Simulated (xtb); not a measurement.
B(H)2(SeH) (BH₃Se), SMILES B[SeH]. All values are semi-empirical tight-binding results from xtb (GFN2-xTB unless named), good for trends rather than for accurate numbers. The structure is a stationary point at GFN2-xTB.

Computed properties:
```yaml
point_group_as_xtb_finds_it: Cs
orbital_gap: 3.78 eV
zero_point_energy: 17.1 kcal/mol
G − E(el) at 298.15 K (modified RRHO): 1.5 kcal/mol
static polarisability (D4 model): 43.2 bohr³
solvation energy, GFN2-xTB/ALPB(water): -1.6 kcal/mol
solvation energy, GFN2-xTB/ALPB(octanol): -2.6 kcal/mol
```
